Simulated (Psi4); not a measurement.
Psi4 input (wB97X-D/6-311+G**):

```
memory 1500 MB

molecule {
-1 1
Si   -1.72621900    0.34022100    0.24687700
Si    0.46001300    0.80808700   -0.60312800
Cl    1.40967900   -1.08618400    0.18126300
H    -2.62980600    1.54175900    0.12759500
H    -1.91093400   -0.09895100    1.67271000
H    -2.46625500   -0.71164300   -0.53026200
H     0.76933800    1.65763900    0.63601100
symmetry c1
no_reorient
no_com
}

set {
  basis 6-311+G**
  reference rks
  scf_type df
  df_basis_scf def2-universal-jkfit
  dft_radial_points 99
  dft_spherical_points 590
  e_convergence 1e-8
  d_convergence 1e-7
  maxiter 150
}

e = energy('wb97x-d')
print_out(f'\nFINAL {e:.10f} DIPOLE {variable("CURRENT DIPOLE")[0]:.6f} {variable("CURRENT DIPOLE")[1]:.6f} {variable("CURRENT DIPOLE")[2]:.6f}\n')
```

Output:

```
   => Loading Basis Set <=

    Name: 6-311+G**
    Role: ORBITAL
    Keyword: BASIS
    atoms 1-2 entry SI         line   351 file 6-311pgss.gbs
    atoms 3   entry CL         line   468 file 6-311pgss.gbs
    atoms 4-7 entry H          line    42 file 6-311pgss.gbs

   => WB97X-D: Empirical Dispersion <=

    Chai and Head-Gordon Dispersion Correction
    Chai, J.-D.; Head-Gordon, M. (2010), J. Chem. Phys., 132: 6615-6620

        s6 =       1.000000

         ---------------------------------------------------------
                                   SCF
               by Justin Turney, Rob Parrish, Andy Simmonett
                          and Daniel G. A. Smith
                              RKS Reference
         ---------------------------------------------------------

  ==> Geometry <==

    Molecular point group: c1
    Full point group: C1

    Geometry (in Angstrom), charge = -1, multiplicity = 1:

       Center              X                  Y                   Z               Mass
    ------------   -----------------  -----------------  -----------------  -----------------
         SI          -1.726219000000     0.340221000000     0.246877000000    27.976926534650
         SI           0.460013000000     0.808087000000    -0.603128000000    27.976926534650
         CL           1.409679000000    -1.086184000000     0.181263000000    34.968852682000
         H           -2.629806000000     1.541759000000     0.127595000000     1.007825032230
         H           -1.910934000000    -0.098951000000     1.672710000000     1.007825032230
         H           -2.466255000000    -0.711643000000    -0.530262000000     1.007825032230
         H            0.769338000000     1.657639000000     0.636011000000     1.007825032230

  Running in c1 symmetry.

  Rotational constants: A =      0.29159  B =      0.08089  C =      0.06582 [cm^-1]
  Rotational constants: A =   8741.63667  B =   2425.04544  C =   1973.30133 [MHz]
  Nuclear repulsion =  175.335337429597388

  Charge       = -1
  Multiplicity = 1
  Electrons    = 50
  Nalpha       = 25
  Nbeta        = 25

  ==> Algorithm <==

  SCF Algorithm Type is DF.
  DIIS enabled.
  MOM disabled.
  Fractional occupation disabled.
  Guess Type is SAD.
  Energy threshold   = 1.00e-08
  Density threshold  = 1.00e-07
  Integral threshold = 1.00e-12

  ==> Primary Basis <==

  Basis Set: 6-311+G**
    Blend: 6-311+G**
    Number of shells: 58
    Number of basis functions: 114
    Number of Cartesian functions: 117
    Spherical Harmonics?: true
    Max angular momentum: 2

  ==> DFT Potential <==

   => LibXC <=

    Version 7.1.2
    S. Lehtola, C. Steigemann, M. J. T. Oliveira, and M. A. L. Marques,  SoftwareX 7, 1–5 (2018) (10.1016/j.softx.2017.11.002)

   => Composite Functional: WB97X-D <=

    wB97X-D Hyb-GGA Exchange-Correlation Functional

    J.-D. Chai and M. Head-Gordon,  Phys. Chem. Chem. Phys. 10, 6615–6620 (2008) (10.1039/B810189B)

    Deriv               =              1
    GGA                 =           TRUE
    Meta                =          FALSE

    Exchange Hybrid     =           TRUE
    MP2 Hybrid          =          FALSE

   => Exchange-Correlation Functionals <=

    1.0000   wB97X-D range-separated functional

   => Exact (HF) Exchange <=

    0.7780            HF,LR [omega = 0.2000]
    0.2220               HF

   => LibXC Density Thresholds  <==

    XC_HYB_GGA_XC_WB97X_D:  1.00E-14

   => Molecular Quadrature <=

    Radial Scheme          =       TREUTLER
    Pruning Scheme         =           NONE
    Nuclear Scheme         =       TREUTLER

    Blocking Scheme        =         OCTREE
    BS radius alpha        =              1
    Pruning alpha          =              1
    Radial Points          =             99
    Spherical Points       =            590
    Total Points           =         393085
    Total Blocks           =           2873
    Max Points             =            256
    Max Functions          =            104
    Weights Tolerance      =       1.00E-15

   => Loading Basis Set <=

    Name: DEF2-UNIVERSAL-JKFIT
    Role: JKFIT
    Keyword: DF_BASIS_SCF
    atoms 1-2 entry SI         line   737 file def2-universal-jkfit.gbs
    atoms 3   entry CL         line   986 file def2-universal-jkfit.gbs
    atoms 4-7 entry H          line    18 file def2-universal-jkfit.gbs

  ==> Integral Setup <==

  SCF_SUBTYPE=INCORE selected. In-core MEM_DF algorithm will be used.
  Using in-core AOs.

  ==> MemDFJK: Density-Fitted J/K Matrices <==

    J tasked:                   Yes
    K tasked:                   Yes
    wK tasked:                  Yes
    Omega:                2.000E-01
    Algorithm:                 Core
    Schwarz Cutoff:           1E-12
    Mask sparsity (%):       6.0634
    Fitting Condition:        1E-10

   => Auxiliary Basis Set <=

  Basis Set: DEF2-UNIVERSAL-JKFIT
    Blend: DEF2-UNIVERSAL-JKFIT
    Number of shells: 138
    Number of basis functions: 456
    Number of Cartesian functions: 545
    Spherical Harmonics?: true
    Max angular momentum: 4

  Cached 100.0% of DFT collocation blocks in 0.873 [GiB].

  Minimum eigenvalue in the overlap matrix is 8.2870914284E-04.
  Reciprocal condition number of the overlap matrix is 1.1629608059E-04.
    Using symmetric orthogonalization.

  ==> Pre-Iterations <==

  SCF Guess: Superposition of Atomic Densities via on-the-fly atomic UHF (no occupation information).

   -------------------------
    Irrep   Nso     Nmo
   -------------------------
     A        114     114
   -------------------------
    Total     114     114
   -------------------------

  ==> Iterations <==

                           Total Energy        Delta E     RMS |[F,P]|

   @DF-RKS iter SAD: -1040.89299574153938   -1.04089e+03   0.00000e+00
   @DF-RKS iter   1: -1041.58584862970201   -6.92853e-01   4.24678e-03 DIIS/ADIIS
   @DF-RKS iter   2: -1041.65416010296258   -6.83115e-02   2.46157e-03 DIIS/ADIIS
   @DF-RKS iter   3: -1041.67492614327489   -2.07660e-02   1.72571e-04 DIIS/ADIIS
   @DF-RKS iter   4: -1041.67540032590477   -4.74183e-04   7.78277e-05 DIIS
   @DF-RKS iter   5: -1041.67549196915274   -9.16432e-05   2.66195e-05 DIIS
   @DF-RKS iter   6: -1041.67550434483132   -1.23757e-05   6.68984e-06 DIIS
   @DF-RKS iter   7: -1041.67550585597610   -1.51114e-06   2.40265e-06 DIIS
   @DF-RKS iter   8: -1041.67550608176157   -2.25785e-07   7.71818e-07 DIIS
   @DF-RKS iter   9: -1041.67550610617195   -2.44104e-08   2.61307e-07 DIIS
   @DF-RKS iter  10: -1041.67550610807211   -1.90016e-09   7.41761e-08 DIIS
  Energy and wave function converged.

  ==> Post-Iterations <==

   Electrons on quadrature grid:
      Ntotal   =   50.0000008423 ; deviation = 8.423e-07

    Orbital Energies [Eh]
    ---------------------

    Doubly Occupied:

       1A   -101.513819     2A    -66.079134     3A    -66.076364
       4A     -9.382274     5A     -7.128400     6A     -7.123450
       7A     -7.123095     8A     -5.214708     9A     -5.206428
      10A     -3.559313    11A     -3.558951    12A     -3.557295
      13A     -3.553271    14A     -3.549562    15A     -3.546761
      16A     -0.712550    17A     -0.477745    18A     -0.392851
      19A     -0.275071    20A     -0.268648    21A     -0.250667
      22A     -0.234705    23A     -0.221102    24A     -0.173693
      25A     -0.103271

    Virtual:

      26A      0.170084    27A      0.180982    28A      0.188876
      29A      0.199535    30A      0.206131    31A      0.211627
      32A      0.219640    33A      0.241815    34A      0.249896
      35A      0.254369    36A      0.260322    37A      0.274537
      38A      0.278056    39A      0.294370    40A      0.301390
      41A      0.347391    42A      0.363960    43A      0.375793
      44A      0.455013    45A      0.473309    46A      0.478837
      47A      0.494191    48A      0.504792    49A      0.514995
      50A      0.588946    51A      0.594179    52A      0.647020
      53A      0.668816    54A      0.688615    55A      0.694413
      56A      0.715331    57A      0.738273    58A      0.755933
      59A      0.786673    60A      0.831248    61A      0.857245
      62A      0.877142    63A      0.924973    64A      0.927629
      65A      1.017566    66A      1.101755    67A      1.111479
      68A      1.156736    69A      1.164529    70A      1.175213
      71A      1.180550    72A      1.195221    73A      1.202668
      74A      1.415007    75A      1.442958    76A      1.459366
      77A      1.498665    78A      1.534460    79A      1.554192
      80A      1.592605    81A      1.600491    82A      1.666582
      83A      1.685979    84A      1.786259    85A      1.808586
      86A      1.838293    87A      1.847282    88A      1.903807
      89A      2.140693    90A      2.246935    91A      2.339550
      92A      2.340755    93A      2.554043    94A      2.576926
      95A      2.625904    96A      2.823291    97A      2.841131
      98A      2.918791    99A      2.967251   100A      5.749981
     101A      5.846093   102A      9.980132   103A     11.633110
     104A     11.666347   105A     11.678691   106A     11.705389
     107A     11.708313   108A     11.735763   109A     26.145278
     110A     26.208629   111A     26.364322   112A    141.249882
     113A    141.368358   114A    216.050702

    Final Occupation by Irrep:
              A
    DOCC [    25 ]
    NA   [    25 ]
    NB   [    25 ]

  @DF-RKS Final Energy: -1041.67550610807211

   => Energetics <=

    Nuclear Repulsion Energy =            175.3353374295973879
    One-Electron Energy =               -1799.7418160383631403
    Two-Electron Energy =                 634.7363411376069280
    DFT Exchange-Correlation Energy =     -52.0032091786403683
    Empirical Dispersion Energy =          -0.0021594582728867
    VV10 Nonlocal Energy =                  0.0000000000000000
    Total Energy =                      -1041.6755061080721134

Computation Completed

Properties will be evaluated at   0.000000,   0.000000,   0.000000 [a0]

Properties computed using the SCF density matrix

 Multipole Moments:

 ------------------------------------------------------------------------------------
     Multipole            Electronic (a.u.)      Nuclear  (a.u.)        Total (a.u.)
 ------------------------------------------------------------------------------------

 L = 1.  Multiply by 2.5417464519 to convert [e a0] to [Debye]
 Dipole X            :         -0.3928809            0.0000038           -0.3928771
 Dipole Y            :         -0.0994840           -0.0000227           -0.0995067
 Dipole Z            :          0.3220775            0.0000208            0.3220983
 Magnitude           :                                                    0.5176884

 ------------------------------------------------------------------------------------

FINAL -1041.6755061081 DIPOLE -0.392877 -0.099507 0.322098

*** Psi4 exiting successfully. Buy a developer a beer!
```

The dipole moment of an ion depends on the origin.

The geometry given is a B3LYP-D3(BJ)/def2-TZVP minimum.
